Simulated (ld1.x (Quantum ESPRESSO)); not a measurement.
## Which change was made? (I, TM)

ld1.x (Quantum ESPRESSO) 7.5 input, shortened:

```
&input
   title='I', zed=53., rel=1, dft='PBESOL', iswitch=3,
   config='[Kr] 4d10 5s1.75 5p5.25 5d-2'
 /
 &inputp
   pseudotype=2, tm=.true., lloc=0,
   nlcc=.true., new_core_ps=.true.
 /
3
5P  2  1   5.25   0.00  1.80  1.80  0.0
5D  3  2  -2.00   0.30  1.95  1.95  0.0
5S  1  0   1.75   0.00  1.80  1.80  0.0
 &test
   configts(1)='5s1.75 5p5.25'
 /
```

Cutoffs, loose and tight: the cutoffs (Ry, on a coarse ladder) from which the occupation-weighted sum of valence levels, in a spherical-Bessel basis at the reference potential, stays within 10 and 1 mRy of its value at 400 Ry. They do not see the model core or the augmentation charge, which bear on the density cutoff. Test errors are all-electron minus pseudo excitation energies from the reference, over the configurations 5s2 5p5; 5s2 5p4; 5s2 5p3; 5s1 5p5; 5s1 5p6; 5s2 5p5.3; 5s2 5p1; variants that change the core or the reference have their own tests. The largest error is taken over the tests solved by every variant that gives reliable tests at all, those not shown here included: 5s1 5p5; 5s1 5p6; 5s2 5p1; 5s2 5p3; 5s2 5p4; 5s2 5p5.

The base gives: outcome: generated; cutoff, loose: 35 Ry; cutoff, tight: 70 Ry; bound ghosts: d; largest test error (meV): -125.

Question: After one change the result is: outcome: generated; cutoff, loose: 30 Ry; cutoff, tight: 60 Ry; bound ghosts: d; largest test error (meV): -52. Which change was it?
A. wave 5s (bound): rc 1.80 bohr becomes 5s (bound): rc 2.28 bohr
B. wave 5s (bound): rc 1.80 bohr becomes 5s (bound): rc 2.08 bohr
C. wave 5s (bound): rc 1.80 bohr becomes 5s (bound): rc 2.70 bohr
D. wave 5s (bound): rc 1.80 bohr becomes 5s (bound): rc 1.12 bohr
E. wave 5s (bound): rc 1.80 bohr becomes 5s (bound): rc 1.40 bohr

Answer: A. The others give: wave 5s (bound): rc 1.80 bohr becomes 5s (bound): rc 2.70 bohr → outcome: generated; cutoff, loose: 30 Ry; cutoff, tight: 60 Ry; bound ghosts: none; largest test error (meV): +118 | wave 5s (bound): rc 1.80 bohr becomes 5s (bound): rc 2.08 bohr → outcome: generated; cutoff, loose: 30 Ry; cutoff, tight: 60 Ry; bound ghosts: d; largest test error (meV): -102 | wave 5s (bound): rc 1.80 bohr becomes 5s (bound): rc 1.12 bohr → outcome: generated; cutoff, loose: 180 Ry; cutoff, tight: over 300 Ry; bound ghosts: p, d, s (extra level of the local part); largest test error (meV): -152 | wave 5s (bound): rc 1.80 bohr becomes 5s (bound): rc 1.40 bohr → outcome: generated; cutoff, loose: 70 Ry; cutoff, tight: 140 Ry; bound ghosts: d; largest test error (meV): -104.
